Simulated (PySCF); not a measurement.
PySCF job for C4H8BN, SMILES NB1CC=CC1, PBE/pcSseg-1. Coordinates come from a PBE0-D3(BJ)/def2-SVP optimisation. The structure was generated by enumeration, and PubChem lists no compound with its InChIKey, so it may never have been made. Other conformers were not sampled.

```python
import numpy as np
from pyscf import gto, scf, dft
from pyscf.prop.nmr import rks as nmr

mol = gto.M(
    atom='''
    N     0.00000000    0.00000000    2.18557576
    B     0.00000000    0.00000000    0.79201626
    C    -0.00000000   -1.29124087   -0.14478950
    C     0.00000000   -0.67044929   -1.51726597
    C     0.00000000    0.67044929   -1.51726597
    C    -0.00000000    1.29124087   -0.14478950
    H     0.00000000    0.84607600    2.73950968
    H     0.00000000   -0.84607600    2.73950969
    H    -0.87855603   -1.94389422    0.01934859
    H     0.87855603   -1.94389422    0.01934859
    H     0.00000000   -1.26772548   -2.43542981
    H     0.00000000    1.26772548   -2.43542981
    H    -0.87855603    1.94389423    0.01934859
    H     0.87855603    1.94389423    0.01934858
    ''',
    basis='pcSseg-1',
    charge=0,
    spin=0,
    max_memory=1600,
    verbose=3,
)
mf = dft.RKS(mol, xc='pbe')
mf.grids.level = 3
mf.conv_tol = 1e-10
mf.max_cycle = 100
mf.kernel()
n = nmr.NMR(mf)
n.verbose = 2
n.max_cycle_cphf = 60
sigma = n.kernel()
print('atom   isotropic/ppm   span/ppm')
for i, s in enumerate(sigma):
    w = np.linalg.eigvalsh((s + s.T) / 2)
    print(f'{mol.atom_symbol(i):2s}{i + 1:3d} {w.mean():14.3f} {w[2] - w[0]:11.3f}')
```

Program output:

```
converged SCF energy = -236.530548809017
atom   isotropic/ppm   span/ppm
N   1        160.193     132.268
B   2         43.551      82.559
C   3        153.571      24.504
C   4         39.155     199.167
C   5         39.155     199.167
C   6        153.571      24.504
H   7         27.284      12.147
H   8         27.284      12.147
H   9         29.500       8.840
H  10         29.500       8.840
H  11         25.203       3.184
H  12         25.203       3.184
H  13         29.500       8.840
H  14         29.500       8.840
```

The calculation finished and met its thresholds.
